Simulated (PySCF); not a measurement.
# Two-component Hartree-Fock for Ar¹¹⁺ (argon, charge +11)

Start: [He] 2s2 2p3; 2p1/2 filled at m_j = -1/2, +1/2; 2p3/2 filled at m_j = +3/2. Calculated with PySCF 2.14 in an uncontracted even-tempered set (18 s from 1.7 bohr⁻², ratio 2.4; 11 p from 2.2 bohr⁻², ratio 2.4; 5 d from 10 bohr⁻², ratio 2.6; 5 f from 15 bohr⁻², ratio 2.6): generalised Hartree-Fock with the X2C-1e Hamiltonian and a Gaussian nucleus; one run each with spin-orbit coupling (SO) switched off, then screened by Boettger's factors.

```
spinor shell  electrons  ε, spin-free (eV)  ε, screened SO (eV)  weight of nominal j (screened SO)  rms radius, screened SO (bohr)
       1s1/2          2            -3658.3              -3658.3                              1.000                          0.0986
       2s1/2          2            -665.27              -665.26                              1.000                           0.416
       2p1/2          2            -622.45              -622.95                              0.556                           0.370
       2p3/2          1            -622.45              -621.45                              1.000                           0.371
```

```json
{"quantity": "E (hartree)", "spin-free": "-454.91597", "screened SO": "-454.92232"}
{"quantity": "M_J", "spin-free": "3/2", "screened SO": "3/2"}
{"quantity": "⟨J²⟩", "spin-free": "3.751", "screened SO": "3.751"}
{"quantity": "⟨L²⟩", "spin-free": "0.000", "screened SO": "0.014"}
{"quantity": "⟨S²⟩", "spin-free": "3.751", "screened SO": "3.729"}
```

Each row is a mean over spinors that exchange with the open shell spreads, by up to 39.692 eV (2s1/2).

Rows whose weight is well below 1 are mixtures of j = l ± 1/2: exchange outweighs spin-orbit coupling there, and the label is only the starting occupation.

Without spin-orbit coupling the j labels of p, d and f shells carry no meaning; the spin-free column gives the mean over the occupied spinors of each nl shell.
